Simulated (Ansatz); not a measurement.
CH7Al2NSi, relaxed with RKS PBE0-D4/def2-TZVP in Ansatz 0.2.0 from a PBE-D4/def2-SVP geometry. The force threshold is 0.005 eV/Å; the program also tests the step.

Total charge 0; spin multiplicity 1. The bonds changed during the relaxation, so this is another structure than the one it started from.

Start:

```xyz
12

C    -1.222   -1.436    1.208
N    -0.369   -0.741    0.559
Al    0.871    0.752    0.887
Si    0.037    1.811   -1.156
Al    0.341   -0.614   -1.273
H    -1.800   -2.258    0.728
H    -1.429   -1.257    2.287
H     1.543    0.845    2.335
H    -1.317    2.468   -1.242
H     1.065    2.617   -1.907
H     1.825   -0.221   -0.309
H     0.453   -1.967   -2.118
```

Q: By how much does the energy fall, and how many steps does the optimiser take? (An estimate is asked.)

A: Computed: 4.65 kJ/mol, in 6 steps, 1 of them rejected.

Q: Which bonds change most? (Best estimate.)

A: The calculation gave: Al3–Al5 from 2.610 to 2.575 Å; N2–Al5 from 1.969 to 1.940 Å; N2–Al3 from 1.968 to 1.940 Å; C1–H7 from 1.114 to 1.095 Å.

Q: Give the relaxed structure. (Best estimate.)

A: Computed: 
```xyz
12

C    -1.202   -1.423    1.193
N    -0.363   -0.736    0.554
Al    0.858    0.736    0.880
Si    0.041    1.800   -1.148
Al    0.337   -0.612   -1.251
H    -1.774   -2.226    0.718
H    -1.398   -1.253    2.257
H     1.508    0.844    2.322
H    -1.296    2.450   -1.232
H     1.048    2.600   -1.900
H     1.813   -0.230   -0.298
H     0.428   -1.949   -2.096
```
